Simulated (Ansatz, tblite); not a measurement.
Forces on (Cl2B-mu-SMe)2 (C2H6B2Cl4S2) at its PBE-D4/def2-SVP geometry. Total charge 0; singlet.

The xTB rows come from tblite.

GFN2-xTB (tblite), largest force 0.66 eV/Å:

```xyz
16
positions Å, forces eV/Å
B     0.546   -1.480    0.650    0.210   -0.458   -0.144
Cl    0.993   -2.202   -0.953   -0.101    0.167    0.353
Cl    0.835   -2.504    2.108    0.001    0.056   -0.257
S    -1.353   -0.835    0.726   -0.169   -0.090   -0.101
C    -1.803   -0.458   -1.002   -0.115    0.163   -0.535
B    -0.473    0.832    1.413   -0.204    0.457    0.156
Cl   -1.015    2.328    0.542    0.121   -0.338    0.186
Cl   -0.634    0.838    3.210   -0.022    0.099   -0.243
S     1.414    0.300    0.975    0.167    0.138   -0.040
C     1.742    0.988   -0.684    0.069    0.169   -0.541
H    -2.320    0.519   -1.006    0.306   -0.577   -0.024
H    -0.905   -0.434   -1.646   -0.506   -0.037    0.396
H    -2.483   -1.261   -1.341    0.379    0.483    0.220
H     2.469    1.810   -0.555   -0.410   -0.509   -0.067
H     0.812    1.379   -1.135    0.531   -0.219    0.296
H     2.175    0.178   -1.302   -0.259    0.495    0.345
```

PBE-D4/def2-TZVP (Ansatz), largest force 0.34 eV/Å:

```
B -0.017 0.070 -0.089
Cl -0.009 -0.028 0.090
Cl 0.000 0.011 -0.030
S 0.080 0.059 -0.099
C -0.012 0.054 -0.142
B 0.015 -0.004 -0.116
Cl 0.011 -0.034 0.087
Cl -0.004 0.007 -0.032
S -0.089 0.008 -0.108
C 0.005 0.040 -0.152
H 0.136 -0.296 -0.005
H -0.274 0.007 0.202
H 0.186 0.217 0.103
H -0.200 -0.233 -0.027
H 0.287 -0.133 0.136
H -0.115 0.254 0.182
```

BHLYP-D4/def2-TZVP (Ansatz), largest force 0.96 eV/Å:

```
B -0.021 0.077 -0.024
Cl -0.071 0.035 0.333
Cl -0.019 0.104 -0.238
S 0.428 0.312 -0.387
C -0.077 0.112 -0.342
B 0.025 -0.046 -0.066
Cl 0.085 -0.224 0.245
Cl -0.003 0.048 -0.257
S -0.459 -0.044 -0.459
C 0.050 0.107 -0.359
H 0.395 -0.836 -0.023
H -0.774 0.015 0.544
H 0.536 0.627 0.265
H -0.574 -0.647 -0.101
H 0.808 -0.359 0.361
H -0.329 0.717 0.506
```
